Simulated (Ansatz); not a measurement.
MoSe₂ (the lowest singlet isomer of a short search) was relaxed with B3LYP-D4 (def2-TZVP) in Ansatz in these states: charge +1 doublet, neutral quintet, neutral triplet. The geometries follow in no particular order.

In the def2 sets Mo takes a core potential; there is no spin–orbit coupling.

A:

```xyz
3

Mo    0.521   -0.632    0.345
Se    0.481    1.514    0.900
Se   -1.002   -0.882   -1.246
```

B:

```xyz
3

Mo    0.708   -0.104   -0.388
Se   -0.665   -1.812    0.126
Se   -0.043    1.916    0.262
```

C:

Cartesian coordinates in Å:
```
Mo 0.8814 0.0374 0.3259
Se -0.1005 -1.6714 -0.8933
Se -0.7809 1.6340 0.5674
```

Q: Judge from the bond lengths which geometry belongs to which state (an estimate).

A: A is the charge +1 doublet (Mo1–Se3 2.216 Å, Mo1–Se2 2.216 Å); B is the neutral triplet (Mo1–Se3 2.252 Å, Mo1–Se2 2.252 Å); C is the neutral quintet (Mo1–Se3 2.317 Å, Mo1–Se2 2.317 Å).

At B3LYP-D4/def2-TZVP the relaxed charge 1 doublet is spin-contaminated (final ⟨S²⟩ up to 0.91, 0.75 for a pure state). At PBE0-D4/def2-TZVP a triplet lies 1.13 eV below the neutral quintet. These are the stationary points nearest to one start from a short search; other shapes may lie lower in each state.
